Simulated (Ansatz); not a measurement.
BaF, SMILES [F][Ba+], charge +1.

Geometry: PBE0-D3(BJ)/def2-TZVPD. The spin state was assumed, not searched. The def2 effective core potentials stand for the cores of Ba; spin–orbit coupling is left out.

Two levels are set side by side: PBE/def2-TZVPD (Ansatz, a first-principles code) and ωB97X-V/def2-TZVPD (Ansatz). Energy differences of separate SCF runs at the same geometry; the states with an electron removed or added have multiplicity 2 and 2. Differences are taken from unrounded values.

```
quantity                           ωB97X-V
---------------------------------  -------
vertical ionisation energy (eV)      17.29
vertical electron affinity (eV)       4.52
vertical singlet–triplet gap (eV)     7.74
```

Question: What does PBE give, and how far is it from ωB97X-V? (Estimate from the structure and the level; the computed values follow.)

Answer: 
| quantity | PBE | PBE minus ωB97X-V |
|---|---|---|
| vertical ionisation energy (eV) | 17.57 | 0.28 |
| vertical electron affinity (eV) | 4.78 | 0.26 |
| vertical singlet–triplet gap (eV) | 7.60 | -0.13 |
